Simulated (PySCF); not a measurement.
Identify the unknown among the candidates.

All candidates are C5H4Cl2O2.

| technique | computed result |
| --- | --- |
| NMR, other nuclei | isotropic shieldings of nuclei other than C and H, by class: -127 (1 O), 132 (1 O), 603 (2 Cl) ppm [GIAO PBE0/pcSseg-1] |
| Rotational structure | rotational constants A, B, C: 2.215, 0.445, 0.417 GHz [GFN2-xTB] |
| Dipole | 1.32 D [PBE0/pcSseg-1] |
| 13C NMR | chemical shifts (computed TMS as zero) by class: 159.7 (1 C), 92.6 (1 C), 84.4 (1 C), 70.7 (1 C), 54.4 (1 C) ppm [GIAO PBE0/pcSseg-1] |
| 1H NMR | chemical shifts (computed TMS as zero) by class: 6.35 (1 H), 3.99 (3 H) ppm [GIAO PBE0/pcSseg-1] |

Electronic properties: PySCF, gas phase, density fitting. Levels stand in brackets. The structure is a single GFN2-xTB conformer in the gas phase; no vibrational or solvent corrections. NMR classes are plain means over equivalent atoms (diastereotopic ones count apart unless rotation or inversion swaps them), as if these changed places fast.

**Question.** Which candidate is it?
A. `O=C(Cl)[C@@H]1C[C@H]1C(=O)Cl`
B. `C=C(CC(=O)Cl)C(=O)Cl`
C. `C#CC(=O)OCC(Cl)Cl`
D. `COC(=O)C#CC(Cl)Cl`

**Answer.** D. It is `COC(=O)C#CC(Cl)Cl`. Numbering: `[CH3:1][O:2][C:3](=[O:4])[C:5]#[C:6][CH:7]([Cl:8])[Cl:9]`. Its formula, C5H4Cl2O2, gives 3 degrees of unsaturation: 0 rings and 3 π bonds in the structure found. 5 carbons fall into 5 classes; from least to most shielded: ester carbonyl carbon [C3] (159.7 ppm), alkyne carbon [C5] (92.6 ppm), alkyne carbon [C6] (84.4 ppm), CHCl2 carbon [C7] (70.7 ppm), methoxy carbon [C1] (54.4 ppm). Hydrogen classes from least to most shielded: 1 H on a CHCl2 carbon, C7 (6.35 ppm), 3 H on a methoxy carbon, C1 (3.99 ppm). The other shieldings belong to: -127 ppm, ester carbonyl oxygen [O4]; 132 ppm, ester single-bonded oxygen [O2]; 603 ppm, alkyl chlorine [Cl8/Cl9]. The optimised geometry has point group Cs and is an asymmetric top. NMR values of atoms bound to several Cl lack the spin–orbit term that these neighbours bring.

The others, at the same levels:
- `O=C(Cl)[C@@H]1C[C@H]1C(=O)Cl` fails: it has 3 carbon classes against 5; its computed 13C shifts are 181.8 (2 C), 37.0 (2 C), 25.3 (1 C) ppm, 1H shifts are 2.66 (2 H), 1.86 (2 H) ppm and smallest rotational constant is 0.543 GHz (against 0.417 GHz).
- `C=C(CC(=O)Cl)C(=O)Cl` fails: its computed 13C shifts are 182.9 (1 C), 175.7 (1 C), 145.4 (1 C), 143.7 (1 C), 55.4 (1 C) ppm, 1H shifts are 7.04 (1 H), 6.17 (1 H), 3.89 (2 H) ppm and rotational constant A is 1.932 GHz (against 2.215 GHz).
- `C#CC(=O)OCC(Cl)Cl` fails: its computed 13C shifts are 159.4 (1 C), 85.2 (1 C), 81.6 (1 C), 78.7 (1 C), 73.1 (1 C) ppm, 1H shifts are 6.44 (1 H), 4.40 (2 H), 2.39 (1 H) ppm and rotational constant A is 2.420 GHz (against 2.215 GHz).

Each candidate is one conformer, not necessarily the lowest. Dipoles, sizes and rotational constants follow the conformer. The torsions of the flexible species, by atom-mapped SMILES:
- `[CH3:1][O:2][C:3](=[O:4])[C:5]#[C:6][CH:7]([Cl:8])[Cl:9]`: C1–O2–C3–O4 0°
- `[O:1]=[C:2]([Cl:3])[C@@H:4]1[CH2:5][C@H:6]1[C:7](=[O:8])[Cl:9]`: O1–C2–C4–C5 34°, C5–C6–C7–O8 -147°
- `[CH2:1]=[C:2]([CH2:3][C:4](=[O:5])[Cl:6])[C:7](=[O:8])[Cl:9]`: C1–C2–C3–C4 -108°, C2–C3–C4–O5 19°, C1–C2–C7–O8 -5°
- `[CH:1]#[C:2][C:3](=[O:4])[O:5][CH2:6][CH:7]([Cl:8])[Cl:9]`: C2–C3–O5–C6 -179°, C3–O5–C6–C7 -72°, O5–C6–C7–Cl8 -57°
